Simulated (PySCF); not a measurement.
**Electron correlation in Bi (bismuth, neutral)**

[Xe] 4f14 5d10 6s1 6p4, high-spin 4P determinant (an excited configuration). All numbers are calculated (PySCF 2.14, scalar relativity through the core potential, in def2-QZVPPD with the def2 core potential (60 electrons) (8s6p5d4f1g, 88 functions)). Frozen: 5s2 5p6 5d10; 5 electrons correlated.

MP2 pair energies summed by pair of shells (mhartree):

| pair | energy | share (%) |
| --- | --- | --- |
| 6p-6p | -48.58 | 84.5 |
| 6s-6p | -8.88 | 15.5 |

Total MP2 correlation energy: -57.46 mhartree.

Same-spin part -15.27 and opposite-spin part -42.19 mhartree; SCS-MP2 scales them by 1/3 and 6/5 to -55.72 mhartree.

Spin-orbit coupling is strong in this species, so the high-spin LS determinant is a model state.
